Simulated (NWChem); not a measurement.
All runs are NWChem calculations. System: silicon dioxide molecule (O2Si), charge 0, spin multiplicity 1, at a geometry optimised with PBE0/def2-SVP. Level: TD-BHandHLYP/aug-cc-pVDZ.

Input file:

```
start mol
memory heap 200 mb stack 800 mb global 1000 mb
geometry units angstroms nocenter noautoz
  O      0.000000     0.000000    -1.518369
  Si     0.000000     0.000000     0.000000
  O      0.000000     0.000000     1.518369
  symmetry group D2h
end
basis spherical
  * library aug-cc-pvdz
end
dft
  xc bhlyp
  semidirect memsize 60000000 filesize 0
  iterations 100
end
tddft
  rpa
  nroots 8
  notriplet
  thresh 1e-4
end
task tddft energy
```

Output (cleaned and shortened):

```
             Northwest Computational Chemistry Package (NWChem) 7.3.0
             --------------------------------------------------------

                                NWChem Input Module
                                -------------------

 Scaling coordinates for geometry "geometry" by  1.889725989
 (inverse scale =  0.529177249)

 Turning off AUTOSYM since
 SYMMETRY directive was detected!

                             Geometry "geometry" -> ""
                             -------------------------

 Output coordinates in angstroms (scale by  1.889725989 to convert to a.u.)

  No.       Tag          Charge          X              Y              Z
 ---- ---------------- ---------- -------------- -------------- --------------
    1 O                    8.0000     0.00000000     0.00000000    -1.51836900
    2 Si                  14.0000     0.00000000     0.00000000     0.00000000
    3 O                    8.0000     0.00000000     0.00000000     1.51836900

 Effective nuclear repulsion energy (a.u.)      89.2203250619

            Nuclear Dipole moment (a.u.)
            ----------------------------
        X                 Y               Z
 ---------------- ---------------- ----------------
     0.0000000000     0.0000000000     0.0000000000

      Symmetry information
      --------------------

 Group name             D2h
 Group number             26
 Group order               8
 No. of unique centers     2

      Symmetry unique atoms

     1    2


 Summary of "ao basis" -> "" (spherical)
 ------------------------------------------------------------------------------
       Tag                 Description            Shells   Functions and Types
 ---------------- ------------------------------  ------  ---------------------
 *                        aug-cc-pvdz                 on all atoms

                                 NWChem DFT Module
                                 -----------------

 Summary of "ao basis" -> "ao basis" (spherical)
 ------------------------------------------------------------------------------
       Tag                 Description            Shells   Functions and Types
 ---------------- ------------------------------  ------  ---------------------
 O                        aug-cc-pvdz                9       23   4s3p2d
 Si                       aug-cc-pvdz               11       27   5s4p2d

 Summary of "ao basis" -> "ao basis" (spherical)
 ------------------------------------------------------------------------------
       Tag                 Description            Shells   Functions and Types
 ---------------- ------------------------------  ------  ---------------------
 O                        aug-cc-pvdz                9       23   4s3p2d
 Si                       aug-cc-pvdz               11       27   5s4p2d

      Symmetry analysis of basis
      --------------------------

        ag         20
        au          2
        b1g         4
        b1u        15
        b2g         7
        b2u         9
        b3g         7
        b3u         9

            General Information
            -------------------
          SCF calculation type: DFT
          Wavefunction type:  closed shell.
          No. of atoms     :     3
          No. of electrons :    30
           Alpha electrons :    15
            Beta electrons :    15
          Charge           :     0
          Spin multiplicity:     1
          Use of symmetry is: off; symmetry adaption is: on
          Maximum number of iterations: 100
[...]
  ----------------------------------------------------------------------------
  Root   4 singlet b3u            0.230502664 a.u.                6.2723 eV
  ----------------------------------------------------------------------------
     Transition Moments    X  0.70089   Y -0.18351   Z  0.00000
     Transition Moments   XX -0.00000  XY -0.00000  XZ -0.00000
     Transition Moments   YY -0.00000  YZ  0.00000  ZZ  0.00000
     Dipole Oscillator Strength                    0.0806634387
     Electric Quadrupole                           0.0000000000
     Magnetic Dipole                               0.0000000000
     Total Oscillator Strength                     0.0806634387

          sigma_e =   1.6905 Angstrom
          sigma_h =   1.5968 Angstrom
         |d_h->e| =   0.0000 Angstrom
            d_exc =   2.2892 Angstrom
            d_CD1 =   0.0937 Angstrom
            d_CD2 =  -1.6436 Angstrom
            d_CD3 =   2.2892 Angstrom
     Pearson C.C. =   0.0309

     Occ.   10  ag  ---  Virt.   17  b3u  0.05780 X
     Occ.   12  b3u ---  Virt.   16  ag  -0.95162 X
     Occ.   12  b3u ---  Virt.   20  ag   0.13400 X
     Occ.   12  b3u ---  Virt.   32  ag  -0.05493 X
     Occ.   13  b2u ---  Virt.   16  ag   0.24916 X
  ----------------------------------------------------------------------------
  Root   5 singlet b1u            0.247495645 a.u.                6.7347 eV
  ----------------------------------------------------------------------------
     Transition Moments    X -0.00000   Y -0.00000   Z  0.54389
     Transition Moments   XX -0.00000  XY  0.00000  XZ  0.00000
     Transition Moments   YY -0.00000  YZ  0.00000  ZZ  0.00000
     Dipole Oscillator Strength                    0.0488096900
     Electric Quadrupole                           0.0000000000
     Magnetic Dipole                               0.0000000000
     Total Oscillator Strength                     0.0488096900

          sigma_e =   1.7020 Angstrom
          sigma_h =   1.7424 Angstrom
         |d_h->e| =   0.0000 Angstrom
            d_exc =   2.3452 Angstrom
            d_CD1 =   0.0404 Angstrom
            d_CD2 =  -1.7222 Angstrom
            d_CD3 =   2.3452 Angstrom
     Pearson C.C. =   0.0730

     Occ.   11  b1u ---  Virt.   16  ag  -0.87848 X
     Occ.   11  b1u ---  Virt.   20  ag   0.11181 X
     Occ.   14  b2g ---  Virt.   17  b3u  0.30518 X
     Occ.   14  b2g ---  Virt.   21  b3u -0.10388 X
     Occ.   15  b3g ---  Virt.   18  b2u  0.30518 X
     Occ.   15  b3g ---  Virt.   22  b2u -0.10388 X
  ----------------------------------------------------------------------------
  Root   6 singlet au             0.265032488 a.u.                7.2119 eV
  ----------------------------------------------------------------------------
     Transition Moments    X -0.00000   Y -0.00000   Z  0.00000
     Transition Moments   XX  0.00000  XY  0.00000  XZ -0.00000
     Transition Moments   YY  0.00000  YZ -0.00000  ZZ -0.00000
     Dipole Oscillator Strength                    0.0000000000
     Electric Quadrupole                           0.0000000000
     Magnetic Dipole                               0.0000000000
     Total Oscillator Strength                     0.0000000000

          sigma_e =   1.7513 Angstrom
          sigma_h =   1.6662 Angstrom
         |d_h->e| =   0.0000 Angstrom
            d_exc =   2.3541 Angstrom
            d_CD1 =   0.0851 Angstrom
            d_CD2 =  -1.7088 Angstrom
            d_CD3 =   2.3541 Angstrom
     Pearson C.C. =   0.0516

     Occ.   12  b3u ---  Virt.   34  b3g  0.05098 X
     Occ.   13  b2u ---  Virt.   33  b2g  0.05098 X
     Occ.   14  b2g ---  Virt.   18  b2u -0.66537 X
     Occ.   14  b2g ---  Virt.   22  b2u  0.22778 X
     Occ.   15  b3g ---  Virt.   17  b3u  0.66537 X
     Occ.   15  b3g ---  Virt.   21  b3u -0.22778 X
  ----------------------------------------------------------------------------
  Root   7 singlet au             0.271664632 a.u.                7.3924 eV
  ----------------------------------------------------------------------------
     Transition Moments    X  0.00000   Y  0.00000   Z  0.00000
     Transition Moments   XX  0.00000  XY  0.00000  XZ -0.00000
     Transition Moments   YY  0.00000  YZ -0.00000  ZZ -0.00000
     Dipole Oscillator Strength                    0.0000000000
     Electric Quadrupole                           0.0000000000
     Magnetic Dipole                               0.0000000000
     Total Oscillator Strength                     0.0000000000

          sigma_e =   1.7389 Angstrom
          sigma_h =   1.6659 Angstrom
         |d_h->e| =   0.0000 Angstrom
            d_exc =   2.3256 Angstrom
            d_CD1 =   0.0730 Angstrom
            d_CD2 =  -1.7024 Angstrom
            d_CD3 =   2.3256 Angstrom
     Pearson C.C. =   0.0674

     Occ.   14  b2g ---  Virt.   18  b2u -0.66704 X
     Occ.   14  b2g ---  Virt.   22  b2u  0.22398 X
     Occ.   15  b3g ---  Virt.   17  b3u -0.66704 X
     Occ.   15  b3g ---  Virt.   21  b3u  0.22398 X
  ----------------------------------------------------------------------------
  Root   8 singlet b1u            0.271665263 a.u.                7.3924 eV
  ----------------------------------------------------------------------------
     Transition Moments    X -0.00000   Y -0.00000   Z  0.00000
     Transition Moments   XX -0.00000  XY  0.00000  XZ  0.00000
     Transition Moments   YY -0.00000  YZ -0.00000  ZZ  0.00000
     Dipole Oscillator Strength                    0.0000000000
     Electric Quadrupole                           0.0000000000
     Magnetic Dipole                               0.0000000000
     Total Oscillator Strength                     0.0000000000

          sigma_e =   1.7388 Angstrom
          sigma_h =   1.6659 Angstrom
         |d_h->e| =   0.0000 Angstrom
            d_exc =   2.3256 Angstrom
            d_CD1 =   0.0730 Angstrom
            d_CD2 =  -1.7023 Angstrom
            d_CD3 =   2.3256 Angstrom
     Pearson C.C. =   0.0674

     Occ.   14  b2g ---  Virt.   17  b3u  0.66704 X
     Occ.   14  b2g ---  Virt.   21  b3u -0.22401 X
     Occ.   15  b3g ---  Virt.   18  b2u -0.66704 X
     Occ.   15  b3g ---  Virt.   22  b2u  0.22401 X

              Target root =      1
          Target symmetry = none
      Ground state energy =   -439.868417919466
        Excitation energy =      0.172994483231
     Excited state energy =   -439.695423436235

  stored tddft:energy   -439.69542343623453

 Task  times  cpu:       87.7s     wall:       87.7s

 Total times  cpu:       87.7s     wall:       87.7s
```
